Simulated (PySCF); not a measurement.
PySCF input (BP86/6-31G* (5d)):

```python
from pyscf import gto, dft

mol = gto.M(
    atom='''
    C    -1.65691817   -0.79636213   -0.38564540
    C    -0.52278099    0.04773370    0.19469952
    C    -0.46619912    1.43026824   -0.45296424
    C     0.80136404   -0.68756656    0.04906601
    O     1.82004174    0.05445435    0.71634923
    H    -2.61685148   -0.29235873   -0.26218020
    H    -1.72504826   -1.77093654    0.10270601
    H    -1.50946393   -0.96629567   -1.45591552
    H    -0.69727634    0.17533522    1.26861938
    H    -0.31107238    1.34253724   -1.53252840
    H     0.35026452    2.02193010   -0.04104718
    H    -1.40035727    1.97263530   -0.29401560
    H     0.71345967   -1.69213926    0.48169695
    H     1.04011140   -0.80010022   -1.01781706
    H     2.66310579   -0.39068173    0.58875250
    ''',
    basis='6-31g*',
    charge=0,
    spin=0,
    verbose=4,
)

mf = dft.RKS(mol, xc='bp86')
mf.grids.level = 3
mf.conv_tol = 1e-9
mf.max_cycle = 100
mf.max_memory = 1500
mf.kernel()
if not mf.converged:
    mf = mf.newton()
    mf.kernel(mf.make_rdm1())
mf.dip_moment()
```

Output:

```
PySCF version 2.14.0

[INPUT] verbose = 4
[INPUT] num. atoms = 15
[INPUT] num. electrons = 42
[INPUT] charge = 0
[INPUT] spin (= nelec alpha-beta = 2S) = 0
[INPUT] symmetry False subgroup None
[INPUT] Mole.unit = angstrom
[INPUT] Symbol           X                Y                Z      unit          X                Y                Z       unit  Magmom
[INPUT]  1 C     -1.656918170000  -0.796362130000  -0.385645400000 AA   -3.131121552116  -1.504906321675  -0.728764187198 Bohr   0.0
[INPUT]  2 C     -0.522780990000   0.047733700000   0.194699520000 AA   -0.987912894229   0.090203619912   0.367928769384 Bohr   0.0
[INPUT]  3 C     -0.466199120000   1.430268240000  -0.452964240000 AA   -0.880988656313   2.702815258264  -0.855978357822 Bohr   0.0
[INPUT]  4 C      0.801364040000  -0.687566560000   0.049066010000 AA    1.514358561675  -1.299312490809   0.092721320925 Bohr   0.0
[INPUT]  5 O      1.820041740000   0.054454350000   0.716349230000 AA    3.439380423877   0.102903807791   1.353703854243 Bohr   0.0
[INPUT]  6 H     -2.616851480000  -0.292358730000  -0.262180200000 AA   -4.945132605863  -0.552477929826  -0.495448773284 Bohr   0.0
[INPUT]  7 H     -1.725048260000  -1.770936540000   0.102706010000 AA   -3.259868763058  -3.346585044585   0.194086230247 Bohr   0.0
[INPUT]  8 H     -1.509463930000  -0.966295670000  -1.455915520000 AA   -2.852473422610  -1.826034171653  -2.751281593304 Bohr   0.0
[INPUT]  9 H     -0.697276340000   0.175335220000   1.268619380000 AA   -1.317661315739   0.331335545790   2.397343184516 Bohr   0.0
[INPUT] 10 H     -0.311072380000   1.342537240000  -1.532528400000 AA   -0.587841603117   2.537027695629  -2.896058954118 Bohr   0.0
[INPUT] 11 H      0.350264520000   2.021930100000  -0.041047180000 AA    0.661904013952   3.820894132014  -0.077567928386 Bohr   0.0
[INPUT] 12 H     -1.400357270000   1.972635300000  -0.294015600000 AA   -2.646291716844   3.727740460649  -0.555608960350 Bohr   0.0
[INPUT] 13 H      0.713459670000  -1.692139260000   0.481696950000 AA    1.348243377223  -3.197679766024   0.910275310538 Bohr   0.0
[INPUT] 14 H      1.040111400000  -0.800100220000  -1.017817060000 AA    1.965525685038  -1.511970288004  -1.923395488310 Bohr   0.0
[INPUT] 15 H      2.663105790000  -0.390681730000   0.588752500000 AA    5.032540583843  -0.738281471571   1.112580980153 Bohr   0.0

nuclear repulsion = 193.27862391097
number of shells = 50
number of NR pGTOs = 175
number of NR cGTOs = 90
basis = 6-31g*
ecp = {}

******** <class 'pyscf.dft.rks.RKS'> ********
method = RKS
initial guess = minao
damping factor = 0
level_shift factor = 0
DIIS = <class 'pyscf.scf.diis.CDIIS'>
diis_start_cycle = 1
diis_space = 8
diis_damp = 0
SCF conv_tol = 1e-09
SCF conv_tol_grad = None
SCF max_cycles = 100
direct_scf = True
direct_scf_tol = 1e-13
XC library pyscf.dft.libxc version 7.1.2
    S. Lehtola, C. Steigemann, M. J. T. Oliveira, and M. A. L. Marques,  SoftwareX 7, 1–5 (2018)
XC functionals = bp86
    A. D. Becke,  Phys. Rev. A 38, 3098 (1988)
    J. P. Perdew,  Phys. Rev. B 33, 8822 (1986)
    J. P. Perdew,  Phys. Rev. B 34, 7406–7406 (1986)
radial grids:
    Treutler-Ahlrichs [JCP 102, 346 (1995); DOI:10.1063/1.469408] (M4) radial grids

becke partition: Becke, JCP 88, 2547 (1988); DOI:10.1063/1.454033
pruning grids: <function nwchem_prune>
grids dens level: 3
symmetrized grids: False
atomic radii adjust function: <function treutler_atomic_radii_adjust>
small_rho_cutoff = 0
Set gradient conv threshold to 3.16228e-05
Initial guess from minao.
tot grids = 168640
init E= -233.758153553415
  HOMO = -0.345690415837942  LUMO = -0.000526069506518123  gap/eV = 9.39240
cycle= 1 E= -233.491185967386  delta_E= 0.267  |g|= 0.824  |ddm|= 3.21
  HOMO = -0.0402782666220856  LUMO = 0.102173192990973  gap/eV = 3.87630
cycle= 2 E= -233.208609603368  delta_E= 0.283  |g|= 1.42  |ddm|= 2.39
  HOMO = -0.220708637633604  LUMO = 0.0535615448996949  gap/eV = 7.46327
cycle= 3 E= -233.639146765711  delta_E= -0.431  |g|= 0.142  |ddm|= 1.69
  HOMO = -0.209462722407744  LUMO = 0.0557805419249529  gap/eV = 7.21764
cycle= 4 E= -233.642938353055  delta_E= -0.00379  |g|= 0.054  |ddm|= 0.173
  HOMO = -0.210021117715882  LUMO = 0.0565536493299645  gap/eV = 7.25387
cycle= 5 E= -233.643621336608  delta_E= -0.000683  |g|= 0.00889  |ddm|= 0.058
  HOMO = -0.210010516601542  LUMO = 0.0562491955919913  gap/eV = 7.24530
cycle= 6 E= -233.643637059509  delta_E= -1.57e-05  |g|= 0.00391  |ddm|= 0.0121
  HOMO = -0.210137670533864  LUMO = 0.0561545824655765  gap/eV = 7.24618
cycle= 7 E= -233.643640632435  delta_E= -3.57e-06  |g|= 0.000494  |ddm|= 0.00351
  HOMO = -0.210188310913555  LUMO = 0.0561127224268501  gap/eV = 7.24642
cycle= 8 E= -233.643640703753  delta_E= -7.13e-08  |g|= 0.000117  |ddm|= 0.000698
  HOMO = -0.2101941276855  LUMO = 0.0561077122267797  gap/eV = 7.24644
cycle= 9 E= -233.643640707143  delta_E= -3.39e-09  |g|= 3.42e-05  |ddm|= 0.000172
  HOMO = -0.210198445748321  LUMO = 0.0561049681490693  gap/eV = 7.24648
cycle= 10 E= -233.643640707406  delta_E= -2.63e-10  |g|= 1.19e-05  |ddm|= 4.42e-05
  HOMO = -0.210197075365401  LUMO = 0.056105728440023  gap/eV = 7.24647
Extra cycle  E= -233.643640707363  delta_E= 4.37e-11  |g|= 1.79e-05  |ddm|= 2.66e-05
converged SCF energy = -233.643640707363
Dipole moment(X, Y, Z, Debye):  0.41753, -1.17523, -0.59617
```

The geometry given is a B3LYP-D3(BJ)/def2-TZVP minimum.
